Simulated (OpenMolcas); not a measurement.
## Al⁺: input and output

Input:

```
&GATEWAY
Coord
1

Al 0.0 0.0 0.0
Basis=ANO-RCC-VQZP
Group=XYZ
NoMove
AngMom=0.0 0.0 0.0
AMFI
&SEWARD
&RASSCF
FileOrb=start.orb
Symmetry=1
Spin=3
nActEl=2 0 0
Inactive=2 3
Ras2=1 3
CIRoot=3 3 1
SDav=3
CIMx=300
Iter=120 100
PrWF=0.3
OrbListing=Nothing
MaxOrb=0
Atom
>>> COPY $Project.JobIph JOBPRE
&RASSCF
FileOrb=start.orb
Symmetry=1
Spin=3
nActEl=2 0 2
Inactive=2 3
Ras2=1 3
Ras3=5 0
CIRoot=3 3 1
SDav=18
CIMx=300
Iter=120 100
PrWF=0.3
OrbListing=Nothing
MaxOrb=0
Thrs=2.0e-7 1.0e-1 5.0e-4
Atom
>>> COPY $Project.JobIph JOB001
&RASSCF
FileOrb=start.orb
Symmetry=1
Spin=1
nActEl=2 0 2
Inactive=2 3
Ras2=1 3
Ras3=5 0
CIRoot=7 7 1
SDav=27
CIMx=300
Iter=120 100
PrWF=0.3
OrbListing=Nothing
MaxOrb=0
Thrs=2.0e-7 1.0e-1 5.0e-4
Atom
>>> COPY $Project.JobIph JOB002
&RASSCF
FileOrb=start.orb
Symmetry=2
Spin=3
nActEl=2 0 2
Inactive=2 3
Ras2=1 3
Ras3=5 0
CIRoot=3 3 1
SDav=18
CIMx=300
Iter=120 100
PrWF=0.3
OrbListing=Nothing
MaxOrb=0
Thrs=2.0e-7 1.0e-1 5.0e-4
Atom
>>> COPY $Project.JobIph JOB003
&RASSCF
FileOrb=start.orb
Symmetry=2
Spin=1
nActEl=2 0 2
Inactive=2 3
Ras2=1 3
Ras3=5 0
CIRoot=3 3 1
SDav=18
CIMx=300
Iter=120 100
PrWF=0.3
OrbListing=Nothing
MaxOrb=0
Thrs=2.0e-7 1.0e-1 5.0e-4
Atom
>>> COPY $Project.JobIph JOB004
&RASSI
NrOfJobIphs=4 3 7 3 3
1 2 3
1 2 3 4 5 6 7
1 2 3
1 2 3
IphNames
JOB001
JOB002
JOB003
JOB004
EJob
SpinOrbit
DIPRint=1.0
SOCoupling=1000.0
Subsets=2
MEES
Property=10
'ANGMOM' 1 'ANGMOM' 2 'ANGMOM' 3 'MLTPL  1' 1 'MLTPL  1' 2 'MLTPL  1' 3
'AMFI' 1 'AMFI' 2 'AMFI' 3 'MLTPL  2' 6
SOProperty=3
'ANGMOM' 1 'ANGMOM' 2 'ANGMOM' 3
```

A driver script runs the steps one by one and writes start.orb anew before each from the orbitals found so far.

Output, cut to the results:

```
--- SEWARD ---
Basis set label: AL.ANO-RCC...6S5P3D2F1G.

      Electronic valence basis set:
      ------------------
      Associated Effective Charge  13.000000 au
      Associated Actual Charge     13.000000 au
      Nuclear Model: Point charge

      Shell  nPrim  nBasis  Cartesian Spherical Contaminant
         s      17       6        X
         p      12       5        X
         d       5       3                 X
         f       3       2                 X
         g       2       1                 X
                  Relativistic Douglas-Kroll-Hess integrals:
                    - DKH order of Hamiltonian: 2
                    - DKH order of Properties : 0
                  Atomic mean-field integrals
--- RASSCF ---
Wave function specifications:
      -----------------------------

      Number of closed shell electrons          10
      Number of electrons in active shells       2
      Max number of holes in RAS1 space          0
      Max nr of electrons in RAS3 space          2
      Number of inactive orbitals                5
      Number of active orbitals                  9
      Number of secondary orbitals              45
      Spin quantum number                      1.0
      State symmetry                             1
Orbital specifications:
      -----------------------

      Symmetry species                           1   2
                                                ag  au
      Frozen orbitals                            0   0
      Inactive orbitals                          2   3
      Active orbitals                            6   3
      RAS1 orbitals                              0   0
      RAS2 orbitals                              1   3
      RAS3 orbitals                              5   0
      Secondary orbitals                        22  23
      Deleted orbitals                           0   0
      Number of basis functions                 30  29
      Number of CSFs                            18
      Number of root(s) required                 3
      Iter CI   SX   CI       RASSCF       Energy    max ROT     max BLB   max BLB  Level Ln srch  Step   QN
          iter iter root      energy       change     param      element    value   shift minimum  type update
 Nr of preliminary CI iterations:   1
 ###############################################################################
 ###############################################################################
 ###                                                                         ###
 ###                                                                         ###
 ###    WARNING: Problems in orbital optimization.                           ###
 ###                                                                         ###
 ###                                                                         ###
 ###############################################################################
 ###############################################################################
  Warning: In symmetry  1, orbital p=   3 has diagonal density matrix element D(p,p) close to zero. D(p,p)=  6.360855E-28
        1   1    6    0  -241.72513747    0.00E+00   4.06E-05    2   8 2  2.65E-06   0.50   0.00    SX    NO
        ...
 ###############################################################################
 ###############################################################################
  Warning: In symmetry  1, orbital p=   3 has diagonal density matrix element D(p,p) close to zero. D(p,p)=  5.666186E-27
        4   1    3    0  -241.72513747   -7.76E-12   2.78E-06    4   7 2  1.76E-07   0.50   0.00    SX    NO
      Convergence after  4 iterations
        5   1    3    0  -241.72513747   -1.71E-12   2.78E-06    4   7 2  1.29E-07   0.50   0.00    SX    NO
      Natural orbitals and occupation numbers for root  1
      sym 1:   0.000000   0.010871   0.002718   0.000000   0.010871   0.002718
      sym 2:   0.986411   0.000000   0.986411
      Natural orbitals and occupation numbers for root  2
      sym 1:  -0.000000  -0.000000   0.010871   0.002718   0.010871   0.002718
      sym 2:   0.986411   0.986411   0.000000
      Natural orbitals and occupation numbers for root  3
      sym 1:   0.000000   0.002718   0.002718   0.010871  -0.000000   0.010871
      sym 2:   0.000000   0.986411   0.986411
::    RASSCF root number  1 Total energy:   -241.72513747
::    RASSCF root number  2 Total energy:   -241.72513747
...
--- RASSI ---
SPIN-FREE ENERGIES:
  (Shifted by EMIN (a.u.) =       -242.1435954320)

 SF State       Relative EMIN(au)   Rel lowest level(eV)    D:o, cm**(-1)      L_eff

     4             0.0000000000        0.0000000000              0.0000         0.0
    11             0.1609885010        4.3807202817          35332.8919         1.0
    12             0.1609885010        4.3807202817          35332.8919         1.0
    13             0.1609885010        4.3807202817          35332.8919         1.0
    14             0.2740273796        7.4566648695          60142.0581         1.0
    15             0.2740273796        7.4566648695          60142.0581         1.0
    16             0.2740273796        7.4566648695          60142.0581         1.0
     8             0.3826715184       10.4130224926          83986.6904         2.0
     9             0.3826715184       10.4130224926          83986.6904         2.0
     5             0.3826715184       10.4130224926          83986.6904         2.0
     6             0.3826715184       10.4130224926          83986.6904         2.0
     7             0.3826715184       10.4130224926          83986.6904         2.0
     1             0.4184579591       11.3868211521          91840.9063         1.0
     2             0.4184579591       11.3868211521          91840.9063         1.0
     3             0.4184579591       11.3868211521          91840.9063         1.0
    10             0.5140061715       13.9868204663         112811.3150         0.0
     Dipole printing threshold changed to   1.00000000E+00

++ Dipole transition strengths (spin-free states):
   -----------------------------------------------
     for osc. strength at least  1.00000000E+00

  ( Max oscillator strength is only   0.59624320313767409      )
--
Eigenvalues of complex Hamiltonian:
   -----------------------------------
  (Shifted by EMIN (a.u.) =       -242.1435954320)

...
```

Levels above the lowest, from the spin-orbit matrix, grouped by J:

| Configuration | Term | J | E (cm-1) | Measured (cm-1) | g | Term weight % |
| --- | --- | --- | --- | --- | --- | --- |
| 3s2 | 1S | 0 | 0.0 | 0.0 |  | 100 |
| 3s 3p | 3P* | 0 | 35231 | 37393 |  | 100 |
| 3s 3p | 3P* | 1 | 35282 | 37454 | 1.501 | 100 |
| 3s 3p | 3P* | 2 | 35384 | 37578 | 1.501 | 100 |
| 3s 3p | 1P* | 1 | 60142 | 59852 | 1.000 | 100 |
| 3p2 | 1D | 2 | 83986 | 85481 | 1.000 | 100 |

Against the 5 measured excited levels shown (NIST Handbook of Basic Atomic Spectroscopic Data) the mean absolute deviation is 1700 cm-1; the largest miss in energy is 3s 3p 3P* 2: computed 35384, measured 37578 cm-1 (-5.8 %).

Without dynamic correlation excited terms often stand tens of per cent too high (terms of higher spin than the ground term too low), and those without a measured partner can miss by more than the paired ones. Configurations are named by rounded mean occupations; where the s occupation lies near a half they are strongly mixed, a name can repeat and a true partner stay unpaired. Some terms take much of their weight from 3d, a shell meant for correlation, so their names are nominal. Some terms mix strongly with configurations of 3d, whose occupation reaches 0.36 (3p2 1D). Measured partners are found by configuration, term and J. A level has none where our copy of the source lacks it or the pairing is in doubt (some pairs that miss far off the trend of their configuration count as doubtful), and it then counts in no deviation. Only configurations of the active space appear. The first state left out of the spin-orbit step lies near 110000 cm-1 above the lowest spin-free state of the reference (among the parities and spins computed), and the list stops at four fifths of that energy or lower.

The term weight is that of the spin-free term in the level, not the purity of its configuration. * marks odd parity.
